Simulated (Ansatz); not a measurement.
Reaction (isomerisation): `N[SiH](F)CF` → `NC(F)(F)[SiH3]`

Gas-phase electronic energies from Ansatz, PBE0-D4/def2-TZVP geometries. CCSD(T)/CBS is the MP2 limit (def2-TZVPP, def2-QZVPP) plus CCSD(T) − MP2 in def2-TZVPP, frozen cores. DFT in def2-TZVPP. HSE06 is defined as in plane-wave codes. One conformer a species, not always the lowest.

`N[SiH](F)CF`:

Cartesian coordinates in Å:
```
N -0.306 -1.027 1.171
Si -0.582 -0.318 -0.340
F -0.319 -1.288 -1.591
C 0.615 1.132 -0.485
F 1.849 0.773 0.063
H -0.914 -1.723 1.566
H 0.630 -1.085 1.538
H -1.997 0.100 -0.461
H 0.244 2.004 0.063
H 0.780 1.431 -1.525
```

`NC(F)(F)[SiH3]`:

Cartesian coordinates in Å:
```
N -0.696 1.272 -0.709
C 0.430 0.606 -0.156
F 1.383 0.556 -1.134
F 0.913 1.401 0.845
Si 0.182 -1.175 0.546
H -1.066 0.768 -1.504
H -1.423 1.399 -0.017
H -0.328 -2.018 -0.566
H 1.451 -1.723 1.081
H -0.845 -1.085 1.615
```

```
             level  ΔE (kcal/mol)  difference from CCSD(T)/CBS
       LDA (SPW92)           61.9                        -10.3
         revPBE-D4           64.1                         -8.1
           BLYP-D4           67.5                         -4.7
        r2SCANh-D4           68.8                         -3.4
          HSE06-D4           66.9                         -5.3
      CAM-B3LYP-D4           70.1                         -2.1
          PBE-QIDH           70.5                         -1.7
            revPBE           64.7                         -7.5
           r2SCANh           68.8                         -3.4
             HSE06           66.9                         -5.3
         CAM-B3LYP           70.1                         -2.1
      MP2/def2-SVP           61.6                        -10.6
     CCSD/def2-SVP           59.2                        -13.0
SCS-MP2/def2-TZVPP           72.7                          0.5
   CCSD/def2-TZVPP           71.3                         -0.9
    CCSD/CBS(def2)           73.2                          1.0
       CCSD(T)/CBS           72.2                            0
```

Largest T1 diagnostic among the species: 0.012.

From PBE to PBE0 (25 % exact exchange), in def2-TZVPP and without D4, ΔE moves by +2.8 kcal/mol. At CCSD(T), def2-SVP lies −14.3 kcal/mol from the extrapolated value and def2-TZVPP −2.0 kcal/mol.
